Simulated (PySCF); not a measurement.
How methods differ on the ionisation energy of Ca⁺

Ca⁺ [Ar] 4s1 (2S) → Ca²⁺ [Ar] (1S), as a difference of total energies. All numbers are calculated (PySCF 2.14, scalar relativity by spin-free X2C-1e, in x2c-TZVPPall). Correlated levels: valence and next inner shell: [Ne] frozen. The calculations carry no spin-orbit coupling.

```tsv
method	ionisation energy (eV)
UHF	11.359
MP2 (valence and next inner shell)	11.759
SCS-MP2 (valence and next inner shell)	11.680
CCSD (valence and next inner shell)	11.747
CCSD(T) (valence and next inner shell)	11.763
```

**Question.** How much does correlation contribute at CCSD(T) (valence and next inner shell)?

**Answer.** 11.763 − (11.359) = 0.404 eV, measured against UHF.

Errors of the correlated levels include the incompleteness of this basis and the frozen core.

For comparison: 11.872 eV (measured; NIST Atomic Spectra Database, ionization energies).
